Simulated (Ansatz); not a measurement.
# A relaxation, step by step

SiNH$_{7}$F$_{2}$, singlet, PBE0-D4/def2-TZVP (Ansatz 0.2.0). Settings:

```yaml
hamiltonian: {xc: pbe0, dispersion: d4}
relax: {f_tol: 0.005, max_steps: 200}
```

Start, a step off a saddle point along its unstable mode:

Si1  (-0.404, -0.600, -0.049)
H2  (1.248, -0.298, 0.878)
H3  (-0.121, -1.653, -1.059)
H4  (-0.414, -1.503, 1.211)
N5  (-1.718, 0.334, 0.368)
H6  (1.569, 0.957, -0.914)
F7  (0.164, 0.534, -1.091)
H8  (1.627, -0.091, 0.421)
F9  (2.341, 1.095, -0.718)
H10  (-2.330, 0.085, 1.125)
H11  (-1.963, 1.141, -0.171)
(Å)

| step | energy less the last (meV) | largest force component (eV/Å) |
| --- | --- | --- |
| 1 | 2744.4 | 11.594 |
| 4 | 638.3 | 0.983 |
| 7 | 149.5 | 0.268 |
| 10 | 55.9 | 0.104 |
| 13 | 47.0 | 0.184 |
| 16 (rejected trial) | 43.2 | 0.437 |
| 19 | 38.4 | 0.229 |
| 22 | 32.2 | 0.215 |
| 25 | 25.3 | 0.037 |
| 28 | 18.2 | 0.402 |
| 31 | 11.1 | 0.053 |
| 34 | 3.7 | 0.052 |
| 37 | 1.8 | 0.039 |
| 40 | 0.9 | 0.053 |
| 43 | 0.3 | 0.030 |
| 46 | 0.1 | 0.010 |
| 49 | 0.1 | 0.010 |
| 52 | 0.0 | 0.008 |
| 55 | 0.0 | 0.001 |

Step 25, positions (Å) and forces (eV/Å):

```
atom       x       y       z      Fx      Fy      Fz
 Si1  -0.871  -0.793  -0.583  -0.029  -0.037   0.017
  H2   2.444  -0.404   2.068  -0.002   0.000  -0.001
  H3  -1.706  -1.580  -1.511  -0.002  -0.001  -0.001
  H4  -0.063  -1.586   0.363   0.005  -0.004  -0.002
  N5  -1.849   0.281   0.276   0.031  -0.021  -0.025
  H6   1.459   1.010  -1.007   0.020   0.016   0.007
  F7   0.221  -0.067  -1.548   0.009   0.013  -0.009
  H8   2.482   0.097   1.515  -0.003   0.002   0.000
  F9   2.052   1.553  -0.536  -0.019  -0.006  -0.003
 H10  -1.527   0.753   1.105  -0.019   0.016  -0.007
 H11  -2.643   0.736  -0.143   0.007   0.022   0.025
```

Step 31, positions (Å) and forces (eV/Å):

```tsv
atom	x	y	z	Fx	Fy	Fz
Si1	-0.806	-0.901	-0.595	0.012	-0.013	0.002
H2	2.118	-0.354	1.982	-0.007	0.008	-0.003
H3	-1.802	-1.488	-1.514	0.013	0.011	0.013
H4	-0.127	-1.872	0.286	-0.011	0.006	-0.011
N5	-1.540	0.305	0.332	0.000	0.053	-0.008
H6	1.279	1.054	-1.003	0.017	-0.005	0.018
F7	0.377	-0.336	-1.565	-0.028	0.003	0.008
H8	2.151	0.218	1.502	-0.002	-0.008	0.005
F9	1.657	1.723	-0.476	-0.015	0.005	-0.019
H10	-1.063	0.737	1.107	-0.013	-0.027	-0.024
H11	-2.244	0.914	-0.056	0.033	-0.034	0.019
```

Step 37, positions (Å) and forces (eV/Å):

```csv
atom,x,y,z,Fx,Fy,Fz
Si1,-0.776,-0.935,-0.632,-0.021,-0.002,0.033
H2,1.643,-0.102,2.053,0.009,0.028,-0.022
H3,-1.877,-1.339,-1.530,0.006,0.002,0.010
H4,-0.126,-2.046,0.092,-0.008,0.012,-0.011
N5,-1.339,0.218,0.466,0.008,-0.003,-0.023
H6,1.336,1.011,-1.133,0.027,0.036,0.025
F7,0.381,-0.364,-1.627,0.006,0.012,-0.005
H8,1.790,0.419,1.535,-0.007,-0.028,0.025
F9,1.760,1.705,-0.676,-0.026,-0.039,-0.024
H10,-0.783,0.511,1.253,-0.013,-0.002,-0.022
H11,-2.010,0.921,0.198,0.018,-0.017,0.013
```

Last step (55):

Si1  (-0.825, -0.921, -0.751)
H2  (1.560, 0.274, 2.375)
H3  (-2.024, -1.279, -1.534)
H4  (-0.074, -2.069, -0.205)
N5  (-1.258, 0.130, 0.496)
H6  (1.367, 0.889, -1.214)
F7  (0.193, -0.248, -1.832)
H8  (1.735, 0.608, 1.728)
F9  (1.907, 1.413, -0.665)
H10  (-0.608, 0.374, 1.226)
H11  (-1.972, 0.830, 0.378)
(Å)

Hardware: 4 CPU threads of an Arm Neoverse V2, shared host. Wall time about 100 s.
